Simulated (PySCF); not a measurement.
## A small calculation by hand: oscillator strength and radiative lifetime

In(H)2(OAc) (C2H5InO2), SMILES C([O][InH2])(=O)C.

Coordinates come from a B3LYP-D3(BJ)/def2-SVP optimisation. The def2 effective core potentials stand for the cores of In; spin–orbit coupling is left out.

TDDFT-PBE0/def2-SVPD (PySCF) puts the first singlet state with f over 0.02 at 6.37 eV (vertical), with the transition dipole (-0.049, 0.101, -0.483) in atomic units.

Find the oscillator strength, the wavelength and the radiative lifetime that this transition would have in vacuum if emission retraced absorption.


|μ|² = 0.2459 au, so |μ| = 1.26 D. ΔE = 6.37/27.211 = 0.2341 hartree. f = (2/3) ΔE |μ|² = 0.038 (the program prints 0.038).
λ = 1239.84/6.37 = 195 nm; ν = 51377 cm⁻¹.
Einstein's coefficient A = 0.6670 ν² f s⁻¹ (ν in cm⁻¹) = 6.8e7 s⁻¹, so τ = 1/A = 15 ns. This state is S3; the lower singlets have f = 0.000, 0.000. The figure is the radiative limit of this one transition; relaxation, internal conversion, crossing to triplets and a medium change what is measured.
